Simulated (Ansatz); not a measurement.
Cost and result up the ladder for Sn(NCS)H3 (CH₃NSSn) (7 atoms). The state is a singlet with charge 0. Geometry: PBE0-D4/def2-SVP.

```xyz
7

Sn    0.430    1.155    0.186
N    -0.286   -0.724   -0.119
C    -0.687   -1.833   -0.296
S    -1.220   -3.305   -0.531
H     1.043    1.148    1.777
H    -0.913    2.184   -0.016
H     1.634    1.375   -1.001
```

Ansatz on 4 threads of Intel Xeon on a shared host. Times are rough, and most runs start from the orbitals of an earlier one. PBE0-D4/def2-TZVP serves as the yardstick here, not as an exact answer. Differences are given only for rows in sets of like size (and for xTB, whose basis is part of the method), since another set adds its own error. Binding counts from free atoms at the same level (Sn triplet, N quartet, C triplet, S triplet, H doublet; other spins of the atoms weren't run), without zero-point energy or a counterpoise term.

In the def2 sets Sn takes a core potential, while STO-3G treats all electrons; there is no spin–orbit coupling. LC-ωPBE has ω = 0.4 bohr⁻¹. Correlated methods freeze 11 core orbitals; core or outer-core shells of Sn are correlated, in sets that lack core-valence functions.

Correlated methods converge slowly with the basis.

| level | functions | wall time |
| --- | --- | --- |
| HF/STO-3G | 49 | 0.66 s |
| PBE-D4/def2-SVP | 87 | 0.95 s |
| LDA (SPW92)/def2-TZVP | 167 | 1.3 s |
| PBE0-D4/def2-SVP | 87 | 1.9 s |
| HF/def2-TZVP | 167 | 2.2 s |
| BLYP-D4/def2-TZVP | 167 | 2.2 s |
| revPBE-D4/def2-TZVP | 167 | 2.2 s |
| PBE-D4/def2-TZVP | 167 | 2.3 s |
| BHLYP-D4/def2-TZVP | 167 | 3.1 s |
| LC-ωPBE/def2-TZVP | 167 | 3.1 s |
| MP2/def2-TZVP | 167 | 3.4 s |
| r2SCAN-D4/def2-TZVP | 167 | 3.8 s |
| PBE0-D4/def2-TZVP (with forces) | 167 | 5 s |
| CCSD(T)/def2-TZVPP | 196 | 64 s |

**Question.** Estimate what each level gives for the binding energy per atom (eV).

**Answer.** 
| level | binding energy per atom (eV) | difference from PBE0-D4/def2-TZVP (eV) |
| --- | --- | --- |
| HF/STO-3G | 2.78 | – |
| PBE-D4/def2-SVP | 3.48 | – |
| LDA (SPW92)/def2-TZVP | 3.97 | 0.61 |
| PBE0-D4/def2-SVP | 3.35 | – |
| HF/def2-TZVP | 2.14 | -1.22 |
| BLYP-D4/def2-TZVP | 3.41 | 0.04 |
| revPBE-D4/def2-TZVP | 3.38 | 0.02 |
| PBE-D4/def2-TZVP | 3.48 | 0.12 |
| BHLYP-D4/def2-TZVP | 3.20 | -0.16 |
| LC-ωPBE/def2-TZVP | 3.32 | -0.05 |
| MP2/def2-TZVP | 3.27 | -0.10 |
| r2SCAN-D4/def2-TZVP | 3.37 | 0.01 |
| PBE0-D4/def2-TZVP (with forces) | 3.36 | 0.00 |
| CCSD(T)/def2-TZVPP | 3.25 | -0.11 |
